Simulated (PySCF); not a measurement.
CH₃BeBr, SMILES [Br][Be][CH3].

Geometry optimised at ωB97X-D3(BJ)/def2-TZVP.

Method: TDDFT-PBE0/def2-SVPD (PySCF).

Vertical excitations; the highest root listed may be one member of a degenerate set.  State labels are in the subgroup Cs.

```json
[
 {"state": "S1", "symmetry": "A\"", "energy (eV)": "7.07", "λ (nm)": "175", "f": "0.000", "main pairs": "HOMO−1→LUMO 49 %, HOMO→LUMO+1 49 %"},
 {"state": "S2", "symmetry": "A'", "energy (eV)": "7.11", "λ (nm)": "174", "f": "0.000", "main pairs": "HOMO→LUMO, HOMO−1→LUMO+1 (degenerate set)"},
 {"state": "S3", "symmetry": "A\"", "energy (eV)": "7.11", "λ (nm)": "174", "f": "0.000", "main pairs": "HOMO→LUMO+1, HOMO−1→LUMO (degenerate set)"},
 {"state": "S4", "symmetry": "A'", "energy (eV)": "7.26", "λ (nm)": "171", "f": "0.007", "main pairs": "HOMO−2→LUMO (degenerate set)"},
 {"state": "S5", "symmetry": "A\"", "energy (eV)": "7.26", "λ (nm)": "171", "f": "0.007", "main pairs": "HOMO−2→LUMO+1 (degenerate set)"},
 {"state": "S6", "symmetry": "A'", "energy (eV)": "7.54", "λ (nm)": "164", "f": "0.096", "main pairs": "HOMO→LUMO+2 (degenerate set)"},
 {"state": "S7", "symmetry": "A\"", "energy (eV)": "7.54", "λ (nm)": "164", "f": "0.096", "main pairs": "HOMO−1→LUMO+2 (degenerate set)"},
 {"state": "S8", "symmetry": "A'", "energy (eV)": "7.69", "λ (nm)": "161", "f": "0.036", "main pairs": "HOMO−2→LUMO+2 82 %"},
 {"state": "S9", "symmetry": "A'", "energy (eV)": "8.06", "λ (nm)": "154", "f": "0.449", "main pairs": "HOMO−1→LUMO+1 38 %, HOMO→LUMO 38 %, HOMO−2→LUMO+2 13 %"},
 {"state": "S10", "symmetry": "A'", "energy (eV)": "8.60", "λ (nm)": "144", "f": "0.033", "main pairs": "HOMO→LUMO+3 95 %"},
 {"state": "T1", "symmetry": "A'", "energy (eV)": "6.55", "λ (nm)": "189", "f": "0", "main pairs": "HOMO→LUMO 47 %, HOMO−1→LUMO+1 47 %"},
 {"state": "T2", "symmetry": "A'", "energy (eV)": "6.55", "λ (nm)": "189", "f": "0", "main pairs": "HOMO−2→LUMO (degenerate set)"},
 {"state": "T3", "symmetry": "A\"", "energy (eV)": "6.55", "λ (nm)": "189", "f": "0", "main pairs": "HOMO−2→LUMO+1 (degenerate set)"},
 {"state": "T4", "symmetry": "A\"", "energy (eV)": "6.79", "λ (nm)": "183", "f": "0", "main pairs": "HOMO−1→LUMO 49 %, HOMO→LUMO+1 49 %"}
]
```
Triplets are in the Tamm–Dancoff approximation, which puts them higher than full response would, so one can lie above its singlet here.
